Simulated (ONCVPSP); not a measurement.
What one change does to a pseudopotential (nickel (Ni), ONCV)

| Property | Result |
| --- | --- |
| Element | nickel |
| Generator | ONCVPSP 4.0.1 |
| Type | optimised norm-conserving Vanderbilt (ONCV) |
| Functional | LDA (Perdew-Zunger) |
| Relativity | scalar-relativistic |
| Frozen core | [Ar] |
| Valence charge | 10 |
| Reference configuration | 3d8 4s1.75 (charge +0.25) |
| Partial waves | 4s: rc 2.25 bohr, ncon 3, nbas 8, qcut 3.4 1/bohr, 2 projectors, debl 0.4 Ha; p scattering state at 0.14 Ha: rc 2.40 bohr, ncon 4, nbas 9, qcut 3.9 1/bohr, 3 projectors, debl 1.5 Ha; 3d: rc 1.65 bohr, ncon 5, nbas 10, qcut 7.7 1/bohr, 2 projectors, debl 2.7 Ha |
| Local potential | polynomial inside 1.25 bohr (lpopt 5, dvloc0 -1 Ha) |
| Core correction | none |

In the p channel the program set the typed energies aside and used 0.050, 1.550, 3.050 Ha.

Change: s: qcut 2.3; p: qcut 2.7; d: qcut 5.3.

Cutoffs: the cutoffs (Ha) at which the residual kinetic energy of the hardest occupied pseudo-wave falls to 1 and 0.1 mHa per electron; they do not see the model core or the augmentation charge, which bear on the density cutoff. Errors are all-electron minus pseudo energies relative to the spin-unpolarised reference configuration.

Predict the effect on cutoff, ghosts and configuration errors.

The potential gets harder (66 Ha and 136 Ha → 143 Ha and 157 Ha); both files keep a bound ghost (s); the number of tests with a reliable result goes from 4 to 3; of the 3 tests that both files solve, the error grows in 2 and shrinks in 0 by more than 15 % and 0.3 meV (median size 1.7 → 5.2 meV).

```csv
quantity,base,changed
"cutoff, loose",66 Ha,143 Ha
"cutoff, tight",136 Ha,157 Ha
loose cutoff by channel,"s 4.5 Ha, d 66 Ha","s 13 Ha, d 143 Ha"
bound ghosts,s,s
GHOST(+) flags under 300 eV,p at 140.8 eV,p at 142.8 eV
tests with a reliable result,4 of 4,3 of 4
"error for 3d8 4s2, meV [ΔE -1.69 eV]",+0.1,-0.1
"error for 3d8 4s1, meV [ΔE 7.91 eV]",+1.7,+5.2
"error for 3d9 4s0, meV [ΔE 4.87 eV]",+32,+263
s: phases at 2.29 bohr within 0.05 rad from the reference energy up to (Ha; the scan ends near 5),2.7,2.8
p: phases at 2.43 bohr within 0.05 rad from the reference energy up to (Ha; the scan ends near 5),to the end of the scan,to the end of the scan
d: phases at 1.68 bohr within 0.05 rad from the reference energy up to (Ha; the scan ends near 5),to the end of the scan,to the end of the scan
```

 A true bound ghost makes a file unfit for plane-wave use even where its test errors are small: the radial tests pick states by their node count and pass the ghost by.
